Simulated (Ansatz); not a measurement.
`C#CN[SiH3]` and `C#CNC` differ in one atom or group.

Ansatz, PBE0-D4/def2-TZVP geometries, multiplicity 1. 

```json
{"property": "size of the dipole moment (B3LYP/def2-TZVPP) / D", "`C#CN[SiH3]`": "1.38"}
{"property": "HOMO–LUMO gap (PBE/def2-TZVPP) / eV", "`C#CN[SiH3]`": "4.54"}
{"property": "zero-point energy (PBE0-D4/def2-TZVP) / kJ/mol", "`C#CN[SiH3]`": "156.7"}
{"property": "LUMO energy (B3LYP/def2-TZVPP) / eV", "`C#CN[SiH3]`": "-0.20"}
{"property": "HOMO energy (B3LYP/def2-TZVPP) / eV", "`C#CN[SiH3]`": "-6.31"}
{"property": "size of the dipole moment (PBE/def2-TZVPP) / D", "`C#CN[SiH3]`": "1.42"}
```

Question: What does the change do to each property? (An estimate is asked.)

Answer: Ansatz gave: 
```tsv
property	`C#CNC`	shift
size of the dipole moment (B3LYP/def2-TZVPP) / D	1.85	0.47
HOMO–LUMO gap (PBE/def2-TZVPP) / eV	4.95	0.41
zero-point energy (PBE0-D4/def2-TZVP) / kJ/mol	192.1	35.4
LUMO energy (B3LYP/def2-TZVPP) / eV	0.50	0.70
HOMO energy (B3LYP/def2-TZVPP) / eV	-6.02	0.29
size of the dipole moment (PBE/def2-TZVPP) / D	1.89	0.47
```

With PBE0 the HOMO rises by 0.31 eV and the LUMO rises by 0.79 eV, so the gap widens by about 0.48 eV. PBE moves the HOMO by 0.34 eV and ωB97M-V by 0.31 eV. Dipoles are sizes alone; their direction can turn.

B3LYP here is the variant with VWN-RPA as its local correlation; programs differ in this.
